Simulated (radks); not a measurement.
The scandium ion Sc3+, configuration [Ar]. All-electron calculation, non-relativistic Kohn-Sham, LB94 model potential, spin-unpolarised, spherical densities, point nucleus. Program: a radial shooting solver on a logarithmic mesh with Libxc functionals.

Normalised radial functions P(r) = r R(r), r in bohr:

| r | 2p | 3s |
|---|---|---|
| 0.005179 | 0.0074 | 0.0938 |
| 0.00669 | 0.0121 | 0.1173 |
| 0.008711 | 0.0202 | 0.1461 |
| 0.01125 | 0.0328 | 0.1784 |
| 0.01454 | 0.0528 | 0.2140 |
| 0.01893 | 0.0856 | 0.2518 |
| 0.02445 | 0.1350 | 0.2851 |
| 0.03158 | 0.2095 | 0.3080 |
| 0.04113 | 0.3225 | 0.3098 |
| 0.05312 | 0.4773 | 0.2770 |
| 0.06917 | 0.6907 | 0.1931 |
| 0.08936 | 0.9472 | 0.0543 |
| 0.1154 | 1.2328 | -0.1352 |
| 0.1503 | 1.5122 | -0.3512 |
| 0.1942 | 1.7022 | -0.5177 |
| 0.2508 | 1.7400 | -0.5576 |
| 0.3266 | 1.5704 | -0.3879 |
| 0.4218 | 1.2205 | -0.0076 |
| 0.5449 | 0.7828 | 0.4855 |
| 0.7096 | 0.3850 | 0.9123 |
| 0.9166 | 0.1441 | 1.0758 |
| 1.184 | 0.0376 | 0.9468 |
| 1.542 | 0.0058 | 0.6217 |
| 1.991 | 0.0005 | 0.3032 |
| 2.572 | 0.0000 | 0.1021 |
| 3.35 | 0.0000 | 0.0204 |
| 4.327 | 0.0000 | 0.0024 |
| 5.589 | 0.0000 | 0.0001 |
| 7.278 | 0.0000 | 0.0000 |

2p: eigenvalue -442.93 eV, 0 radial nodes, <r> = 0.307 bohr, 90 % of the charge inside 0.504 bohr. 3s: eigenvalue -93.476 eV, 2 radial nodes at r = 0.0968, 0.424 bohr, <r> = 1.07 bohr, 90 % of the charge inside 1.60 bohr.
